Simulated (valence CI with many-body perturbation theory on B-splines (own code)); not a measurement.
# E1 line list for Pr46+

Method: configuration interaction combined with many-body perturbation theory (CI+MBPT): three valence electrons over a frozen Dirac-Fock core [Ne], radial functions for each j: 11 s, 11 p, 9 d, 7 f, 5 g, 2 h, 1 i, with the one-electron correlation potential Σ1 (screened to all orders), the two-electron term Σ2, the three-electron term Σ3, Breit, model QED; selected single and double excitations, second order for the rest (own B-spline code, finite nucleus).

No measured spectrum was set against this ion. As an estimate, large intervals hold to a few tenths of a per cent, small ones and those within an open d or f shell to about a per cent.

Lines 51 to 100 of 276 in falling wavelength, among levels below 742.40 eV, chosen from the strongest by gf and those to the six lowest levels. Wavelengths and rates use the calculated energies. Electric multipoles are in the length gauge, E1 and E2 with the static RPA response of the core. Weak lines are less certain than strong ones. Lines between different terms over intervals too small for the method are left out, as are lines whose strength nearly cancels. The highest levels of a list are the least certain.

Levels are named by their leading jj configuration (3d3/2^4 stands for four electrons in 3d with j = 3/2), which in mixed levels can hold well under half, so a name can repeat and another be missing. Letters in brackets count levels of one name in rising energy.

| λ vac (Å) | Upper | Lower | A (s⁻¹) | S (a.u.) |
| --- | --- | --- | --- | --- |
| 77.43 | (3s 3p1/2 3d3/2) J=1/2 | (3s 3p1/2 3p3/2) J=3/2 [b] | 6.78e+06 | 3.11e-06 |
| 76.87 | (3s 3p1/2 3d3/2) J=3/2 [a] | (3s 3p1/2 3p3/2) J=3/2 [a] | 9.18e+07 | 8.24e-05 |
| 76.36 | (3s 3p1/2 3d3/2) J=3/2 [b] | (3s 3p1/2 3p3/2) J=3/2 [b] | 5.78e+09 | 5.08e-03 |
| 72.86 | (3s 3p1/2 3d5/2) J=5/2 [a] | (3s 3p1/2 3p3/2) J=3/2 [b] | 1.02e+09 | 1.17e-03 |
| 72.70 | (3s 3p1/2 3d3/2) J=5/2 | (3s 3p1/2 3p3/2) J=3/2 [a] | 4.10e+08 | 4.67e-04 |
| 71.21 | (3s^2 3d3/2) J=3/2 | (3s^2 3p3/2) J=3/2 | 1.79e+07 | 1.27e-05 |
| 71.15 | (3s 3d3/2 3d5/2) J=7/2 [b] | (3s 3p3/2 3d5/2) J=7/2 [a] | 1.76e+10 | 2.51e-02 |
| 70.57 | (3s 3d3/2 3d5/2) J=3/2 [b] | (3s 3p3/2 3d3/2) J=1/2 [b] | 2.01e+10 | 1.39e-02 |
| 70.04 | (3s 3d3/2 3d5/2) J=7/2 [b] | (3s 3p3/2 3d3/2) J=5/2 [b] | 5.28e+10 | 7.16e-02 |
| 69.85 | (3s 3d3/2 3d5/2) J=5/2 [b] | (3s 3p3/2 3d3/2) J=5/2 [b] | 1.25e+10 | 1.27e-02 |
| 69.11 | (3s 3p1/2 3d3/2) J=3/2 [b] | (3s 3p1/2 3p3/2) J=5/2 | 8.53e+06 | 5.55e-06 |
| 68.96 | (3p1/2 3p3/2 3d5/2) J=3/2 [a] | (3p1/2 3p3/2^2) J=3/2 | 2.37e+10 | 1.54e-02 |
| 68.10 | (3s 3p1/2 3d5/2) J=3/2 | (3s 3p1/2 3p3/2) J=1/2 | 4.48e+10 | 2.79e-02 |
| 66.38 | (3s 3p1/2 3d5/2) J=5/2 [b] | (3s 3p1/2 3p3/2) J=3/2 [b] | 4.39e+10 | 3.80e-02 |
| 66.29 | (3p1/2 3p3/2 3d5/2) J=5/2 [a] | (3p1/2 3p3/2^2) J=5/2 | 3.23e+10 | 2.78e-02 |
| 66.22 | (3s 3p1/2 3d5/2) J=5/2 [a] | (3s 3p1/2 3p3/2) J=5/2 | 2.89e+09 | 2.49e-03 |
| 65.54 | (3s 3p3/2 3d5/2) J=5/2 [a] | (3s 3p3/2^2) J=5/2 | 5.88e+10 | 4.90e-02 |
| 65.24 | (3s 3p1/2 3d3/2) J=1/2 | (3s 3p1/2 3p3/2) J=3/2 [a] | 3.85e+09 | 1.05e-03 |
| 65.18 | (3s 3p1/2 3d5/2) J=3/2 | (3s 3p1/2 3p3/2) J=3/2 [b] | 1.86e+10 | 1.02e-02 |
| 64.48 | (3s 3p1/2 3d3/2) J=3/2 [b] | (3s 3p1/2 3p3/2) J=3/2 [a] | 6.31e+09 | 3.34e-03 |
| 64.24 | (3s 3d3/2 3d5/2) J=5/2 [b] | (3s 3p3/2 3d3/2) J=3/2 [b] | 4.44e+10 | 3.49e-02 |
| 64.18 | (3s 3d3/2 3d5/2) J=9/2 | (3s 3p3/2 3d5/2) J=9/2 | 1.87e+10 | 2.43e-02 |
| 64.02 | (3s 3d3/2 3d5/2) J=3/2 [b] | (3s 3p3/2 3d3/2) J=3/2 [b] | 3.29e+10 | 1.70e-02 |
| 64.02 | (3p1/2 3p3/2 3d5/2) J=1/2 | (3p1/2 3p3/2^2) J=1/2 | 1.49e+11 | 3.86e-02 |
| 63.90 | (3s^2 3d5/2) J=5/2 | (3s^2 3p3/2) J=3/2 | 7.15e+10 | 5.53e-02 |
| 63.74 | (3s 3d3/2 3d5/2) J=7/2 [a] | (3s 3p3/2 3d3/2) J=5/2 [a] | 9.63e+10 | 9.85e-02 |
| 63.49 | (3s 3p3/2 3d5/2) J=1/2 | (3s 3p3/2^2) J=1/2 | 1.80e+11 | 4.56e-02 |
| 63.47 | (3s 3p1/2 3d5/2) J=7/2 | (3s 3p1/2 3p3/2) J=5/2 | 6.20e+10 | 6.26e-02 |
| 63.43 | (3p1/2^2 3d5/2) J=5/2 | (3p1/2^2 3p3/2) J=3/2 | 4.92e+10 | 3.72e-02 |
| 63.31 | (3p1/2 3p3/2 3d5/2) J=3/2 [b] | (3p1/2 3p3/2^2) J=1/2 | 7.02e+10 | 3.51e-02 |
| 63.06 | (3p1/2 3p3/2 3d5/2) J=5/2 [b] | (3p1/2 3p3/2^2) J=3/2 | 2.35e+11 | 1.75e-01 |
| 63.06 | (3p1/2 3p3/2 3d5/2) J=7/2 [b] | (3p1/2 3p3/2^2) J=5/2 | 1.51e+11 | 1.49e-01 |
| 62.46 | (3s 3p3/2 3d5/2) J=7/2 [a] | (3s 3p3/2^2) J=5/2 | 7.75e+10 | 7.46e-02 |
| 62.45 | (3s 3p3/2 3d5/2) J=3/2 [a] | (3s 3p3/2^2) J=5/2 | 2.69e+10 | 1.29e-02 |
| 62.32 | (3s 3p3/2 3d5/2) J=5/2 [b] | (3s 3p3/2^2) J=3/2 | 2.48e+11 | 1.78e-01 |
| 61.96 | (3s 3p1/2 3d5/2) J=5/2 [a] | (3s 3p1/2 3p3/2) J=3/2 [a] | 1.11e+11 | 7.79e-02 |
| 61.66 | (3p1/2 3p3/2 3d5/2) J=5/2 [b] | (3p1/2 3p3/2^2) J=5/2 | 3.73e+10 | 2.59e-02 |
| 61.56 | (3s 3d3/2 3d5/2) J=5/2 [a] | (3s 3p3/2 3d3/2) J=3/2 [a] | 1.11e+11 | 7.69e-02 |
| 61.34 | (3s 3p3/2 3d5/2) J=3/2 [b] | (3s 3p3/2^2) J=1/2 | 1.21e+11 | 5.49e-02 |
| 61.31 | (3s 3d3/2 3d5/2) J=9/2 | (3s 3p3/2 3d3/2) J=7/2 | 1.69e+11 | 1.92e-01 |
| 61.03 | (3s 3p3/2 3d3/2) J=7/2 | (3s^2 3d5/2) J=5/2 | 1.34e+10 | 1.21e-02 |
| 60.91 | (3s 3d3/2 3d5/2) J=3/2 [a] | (3s 3p3/2 3d3/2) J=1/2 [a] | 1.10e+11 | 4.92e-02 |
| 60.83 | (3s 3p1/2 3d5/2) J=5/2 [b] | (3s 3p1/2 3p3/2) J=5/2 | 4.22e+10 | 2.81e-02 |
| 60.60 | (3s 3d3/2 3d5/2) J=3/2 [a] | (3s 3p3/2 3d3/2) J=3/2 [a] | 3.06e+10 | 1.34e-02 |
| 59.82 | (3s 3p1/2 3d5/2) J=3/2 | (3s 3p1/2 3p3/2) J=5/2 | 2.40e+10 | 1.02e-02 |
| 59.21 | (3p1/2 3p3/2 3d5/2) J=3/2 [b] | (3p1/2 3p3/2^2) J=5/2 | 3.57e+10 | 1.46e-02 |
| 58.91 | (3s 3d3/2 3d5/2) J=7/2 [b] | (3s 3p3/2 3d3/2) J=7/2 | 4.34e+10 | 3.51e-02 |
| 58.78 | (3s 3d3/2 3d5/2) J=5/2 [b] | (3s 3p3/2 3d3/2) J=7/2 | 3.01e+10 | 1.81e-02 |
| 58.65 | (3s 3p3/2 3d5/2) J=7/2 [b] | (3s 3p3/2^2) J=5/2 | 2.36e+11 | 1.88e-01 |
| 58.14 | (3s 3d3/2 3d5/2) J=7/2 [b] | (3s 3p3/2 3d3/2) J=5/2 [a] | 2.64e+10 | 2.05e-02 |
